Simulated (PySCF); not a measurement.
## Worked example: chemical shift, span and skew from a shielding tensor

GeH₇NOSi, SMILES N[SiH2][O][GeH3]. Atoms are numbered in the order given.

```xyz
11

Si    -1.3541    -0.2206    -0.9795
N     -2.9895    -0.4489    -0.5098
O     -0.3140    -0.0264     0.3042
Ge     1.4291     0.2188     0.5262
H     -1.3017     1.0075    -1.8285
H     -0.9384    -1.4295    -1.7529
H     -3.2688    -1.3194    -0.0710
H     -3.5143     0.3291    -0.1257
H      1.8416     1.5383    -0.1548
H      2.1873    -0.9679    -0.1003
H      1.6590     0.2836     2.0428
```

The structure is a stationary point at PBE0-D3(BJ)/def2-SVP. The structure was generated by enumeration, and PubChem lists no compound with its InChIKey, so it may never have been made. One conformer was computed; it need not be the lowest.

GIAO shieldings from PBE/pcSseg-1 run with PySCF, non-relativistic, no solvent. The symmetric part of the tensor of N2 has the principal values 196.1, 222.3, 250.2 ppm. The same nucleus in NH3 has σ = 267.0 ppm at this level (PySCF, at its B3LYP-D3(BJ)/def2-TZVP geometry).

### Question
Work out the isotropic shielding, the ¹⁵N shift against NH3, the span and the skew.

### Answer

σ(iso) = (σ11 + σ22 + σ33)/3 = 222.9 ppm. δ = σ(ref) − σ(iso) = 267.0 − (222.9) = 44.1 ppm.
Span Ω = σ33 − σ11 = 54.1 ppm. Skew κ = 3(σ(iso) − σ22)/Ω = 0.03. Tumbling in solution averages the tensor to δ; in a static solid the shielding alone would spread this spin-1/2 line over Ω.
